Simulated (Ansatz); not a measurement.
`C[CH2][InH2]` + `C[NH][GeH3]` → `C[N]([GeH3])[InH2]` + `CC` at 700 K and 1 bar (ligand exchange at the In–C bond).

Isolated molecules relaxed with PBE0-D4/def2-TZVP in Ansatz; ΔE leaves out vibrations. CBS: MP2 limit from def2 TZ/QZ plus the TZ coupled-cluster correction, frozen cores. This one scheme is used for every species. Elements past krypton have def2 core potentials. For Ge, In outer-core shells are correlated without core-valence functions, which leaves a few kJ/mol of doubt a bond. Scalar relativity is left out up to krypton.

| species | CCSD(T)/CBS energy (Eh) | H − E (kJ/mol) | S (J/(mol·K)) |
| --- | --- | --- | --- |
| `C[CH2][InH2]` | -270.09414 | 266.2 | 430.3 |
| `C[NH][GeH3]` | -2173.06430 | 268.1 | 408.1 |
| `C[N]([GeH3])[InH2]` | -2363.46641 | 296.6 | 517.6 |
| `CC` | -79.71954 | 238.1 | 289.3 |

H − E and S are ideal-gas, rigid-rotor, harmonic terms from PBE0-D4/def2-TZVP, for one conformer and one mirror image of each species. 1 Eh = 2625.50 kJ/mol, R = 8.31446 J/(mol·K).

Task: By hand: ΔE, ΔH, ΔS and ΔG.

Result: ΔE = (-2363.46641) + (-79.71954) − (-270.09414) − (-2173.06430) = -0.02751 Eh = -72.2 kJ/mol. Δ(H − E) = 296.6 + 238.1 − 266.2 − 268.1 = 0.4, so ΔH = -71.8 kJ/mol. ΔS = 517.6 + 289.3 − 430.3 − 408.1 = -31.5 J/(mol·K). ΔG = -71.8 − 700 × (-31.5)/1000 = -49.8 kJ/mol.

Task: By hand: the equilibrium constant, and the temperature at which ΔG would vanish if ΔH and ΔS stayed fixed.

Result: log₁₀ K = −ΔG/(RT ln 10) = 3.7. ΔG = 0 at ΔH/ΔS = 2279 K.

ΔH outweighs TΔS. A doubt of 5 kJ/mol in ΔE shifts log₁₀ K by 0.4 here. Other conformers and mirror images would add mixing entropy, several J/(mol·K) or more a flexible species. These are equilibria of isolated gas molecules and say nothing of rates. Largest T1 diagnostic: 0.015 (customary marks: 0.02 for closed shells, 0.045 for open ones).
